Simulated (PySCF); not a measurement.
Two-component Hartree-Fock for Ru³⁺ (ruthenium, charge +3)

Start: [Kr] 4d4 5p1; 4d5/2 filled at m_j = -1/2, +1/2, +3/2, +5/2; 5p3/2 filled at m_j = +3/2. Calculated with PySCF 2.14 in x2c-TZVPall-2c (8s9p7d1f, 77 functions): generalised Hartree-Fock with the X2C-1e Hamiltonian and a Gaussian nucleus; one run each with spin-orbit coupling (SO) switched off, then screened by Boettger's factors. This is a chosen level, not necessarily the ground level.

```
spinor shell  electrons  ε, spin-free (eV)  ε, screened SO (eV)  weight of nominal j (screened SO)  rms radius, screened SO (bohr)
       1s1/2          2           -22277.7             -22276.4                              1.000                          0.0384
       2s1/2          2            -3320.0              -3319.7                              1.000                           0.158
       2p1/2          2            -2971.2              -3061.6                              1.000                           0.137
       2p3/2          4            -2971.2              -2929.2                              1.000                           0.142
       3s1/2          2            -654.34              -654.32                              1.000                           0.428
       3p1/2          2            -536.70              -552.68                              1.000                           0.425
       3p3/2          4            -536.70              -529.33                              1.000                           0.435
       3d3/2          4            -347.49              -350.25                              0.966                           0.417
       3d5/2          6            -347.49              -345.67                              0.977                           0.420
       4s1/2          2            -134.79              -134.83                              1.000                            1.07
       4p1/2          2            -98.313              -103.41                              0.702                            1.17
       4p3/2          4            -98.313              -95.935                              0.851                            1.18
       4d5/2          4            -51.424              -51.421                              0.658                            1.49
       5p3/2          1            -27.342              -27.183                              1.000                            3.13
```

```csv
quantity,spin-free,screened SO
E (hartree),-4525.26113,-4525.89271
M_J,11/2,11/2
⟨J²⟩,35.754,35.756
⟨L²⟩,12.003,12.102
⟨S²⟩,8.751,8.706
```

Each row is a mean over spinors that exchange with the open shell spreads, by up to 11.136 eV (4p3/2).

Rows whose weight is well below 1 are mixtures of j = l ± 1/2: exchange outweighs spin-orbit coupling there, and the label is only the starting occupation.

Breit and QED terms are absent; they matter most for the inner s and p1/2 levels.

Densities and radii are taken from the X2C orbitals without a picture-change correction, which distorts them close to the nucleus.

Without spin-orbit coupling the j labels of p, d and f shells carry no meaning; the spin-free column gives the mean over the occupied spinors of each nl shell.
